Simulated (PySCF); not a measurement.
**Nuclear quadrupole coupling in AlCl2(NCO)**

AlCl2(NCO), CAlCl2NO.
Cartesian coordinates in Å at the PBE0-D3(BJ)/def2-SVP level; atoms count from 1:
```xyz
6
CAlCl2NO angstrom
Al     0.559    0.966   -0.039
Cl     2.636    0.986    0.012
Cl    -0.494    2.754   -0.161
N     -0.302   -0.560    0.012
C     -0.886   -1.611    0.039
O     -1.450   -2.630    0.066
```

Field gradients from the PBE0/pcSseg-1 (pcSseg-2 on Al) density (PySCF, non-relativistic), principal values in atomic units, ordered |Vxx| ≤ |Vyy| ≤ |Vzz|:

```csv
atom,Vxx,Vyy,Vzz
Al1,-0.3571,-0.5712,0.9284
Cl2,-0.5330,-1.0132,1.5463
Cl3,-0.5343,-1.0130,1.5473
N4,-0.1537,-0.2386,0.3923
O6,-0.2692,-0.3840,0.6532
```

Task: Find the asymmetry η = (Vxx − Vyy)/Vzz and the couplings χ = eQV/h (234.96 MHz × Q in barn × V in au), with Q(27Al) = 0.1466 b, Q(35Cl) = −0.0817 b, Q(14N) = 0.02044 b, Q(17O) = −0.0256 b.

Result: 
| atom | environment | nucleus | η | χzz (MHz) | χxx (MHz) | χyy (MHz) |
| --- | --- | --- | --- | --- | --- | --- |
| Al1 | aluminium bonded to 2 Cl and N | 27Al | 0.23 | 31.98 | -12.30 | -19.68 |
| Cl2 | chlorine bonded to Al | 35Cl | 0.31 | -29.68 | 10.23 | 19.45 |
| Cl3 | chlorine bonded to Al | 35Cl | 0.31 | -29.70 | 10.26 | 19.45 |
| N4 | nitrogen bonded to Al and C | 14N | 0.22 | 1.884 | -0.738 | -1.146 |
| O6 | oxygen bonded to C | 17O | 0.18 | -3.929 | 1.619 | 2.310 |

The tensor is traceless: Vxx + Vyy + Vzz = 0.

Task: What is Vzz at N4 in SI units (1 au = 9.71736 × 10²¹ V/m²)?

Result: 0.3923 au = 3.812 × 10²¹ V/m².

Isolated species at its PBE0-D3(BJ)/def2-SVP geometry, gas phase. With so small a basis the couplings can be 20 % off.

The run behind these numbers computed NMR shieldings as well. Hardware: Arm Neoverse N1, one thread, shared host with 64 logical CPUs at a one-minute load of 60. Cost: 27 s (with the writing of density and orbital grids), 0.71 GiB resident at most.
